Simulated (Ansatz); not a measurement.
BH3SeSn, SMILES `[BH]1[Se][SnH2]1`. Total charge 0; spin multiplicity 1. Sn takes the def2 core potential.

Z-matrix (Å, degrees):
```
Sn
Se 1 2.670
B 1 2.205 2 43.7
H 1 1.706 2 106.4 3 -121.9
H 1 1.706 2 106.4 3 121.9
H 3 1.185 1 140.9 2 180.0
```

(1) What are the harmonic wavenumbers in cm⁻¹ at PBE0-D4/def2-TZVP (Ansatz, finite differences of forces, unscaled)? (Best estimate.)

(2) Is this a minimum?

(3) Give the ideal-gas thermochemistry at 298.15 K and 1 bar (rigid rotor, harmonic oscillator; point group Cs, symmetry number 1).

(4) And at 400, 500, 600, 800 and 1000 K?

## Answers

(1) Computed: 169, 343, 404, 423, 533, 655, 708, 752, 840, 1931, 1936, 2719.

(2) Yes, all 12 modes are real.

(3) Zero-point energy 68.3 kJ/mol; H(298) − E = 83.9 kJ/mol; entropy 318.0 J/(mol·K), of which translation 175.6, rotation 112.5, vibration 29.9; G(298) − E = -10.9 kJ/mol.

(4) 
```
T (K)  H − E (kJ/mol)  S (J/mol/K)  G − E (kJ/mol)
  400            92.4        342.4           -44.6
  500           101.7        363.0           -79.9
  600           111.6        381.1          -117.1
  800           132.8        411.6          -196.5
 1000           155.4        436.8          -281.4
```
